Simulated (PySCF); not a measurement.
Species: C₄H₁₅AlN₂.
Cartesian coordinates in Å at the PBE0-D3(BJ)/def2-SVP level; atoms count from 1:
```
atom  x, y, z in Å
C1    -0.9811    1.3504    0.2533
N2    -0.9023   -0.1182    0.2422
C3    -0.7780   -0.5945   -1.1409
C4    -2.0828   -0.7007    0.8882
Al5    0.7788   -0.7223    1.3042
C6     2.2741   -0.2703    0.0579
N7     2.1969    1.1048   -0.4485
H8    -1.8691    1.6925   -0.3080
H9    -0.0656    1.7455   -0.2111
H10   -1.0480    1.7039    1.2909
H11    0.0874   -0.1028   -1.6056
H12   -0.6266   -1.6835   -1.1451
H13   -1.6892   -0.3549   -1.7175
H14   -3.0067   -0.3842    0.3719
H15   -2.0103   -1.7963    0.8711
H16   -2.1252   -0.3709    1.9360
H17    0.4802   -2.2973    1.4707
H18    0.6156    0.2042    2.6158
H19    2.1844   -0.9631   -0.8004
H20    3.2537   -0.5258    0.5184
H21    2.2662    1.7627    0.3266
H22    2.9805    1.3271   -1.0624
```

The closed-shell ground state was solved at several levels (PySCF, density fitting, gas phase, non-relativistic).

```tsv
level	basis functions	total energy (Eh)	HOMO (eV)	LUMO (eV)	gap (eV)	dipole (D)
PBE0/pcSseg-1	201	-512.8961	-6.20	0.88	7.08	3.76
B3LYP/def2-SVPD	264	-513.1578	-6.07	0.11	6.18	3.75
```

Task: Estimate the row for KT2/pcSseg-1, a basis of 201 functions; the other rows only guide the guess.

Result: Total energy -520.1011 Eh, HOMO -4.97 eV, LUMO -0.14 eV, gap 4.83 eV, dipole 3.65 D.

Task: Over all these levels, which gives the widest orbital gap and which the narrowest?

Result: PBE0/pcSseg-1 (global hybrid, 25 % exact exchange) has the widest, 7.08 eV, and KT2/pcSseg-1 (GGA) the narrowest, 4.83 eV. The two share the basis. From the narrowest to the widest the HOMO moves by -1.23 eV and the LUMO by +1.02 eV.

Task: How far do the dipole and the HOMO energy spread over the levels?

Result: The dipole runs from 3.65 to 3.76 D (mean 3.72 D) and the HOMO from -6.20 to -4.97 eV.

One conformer stands for the species.
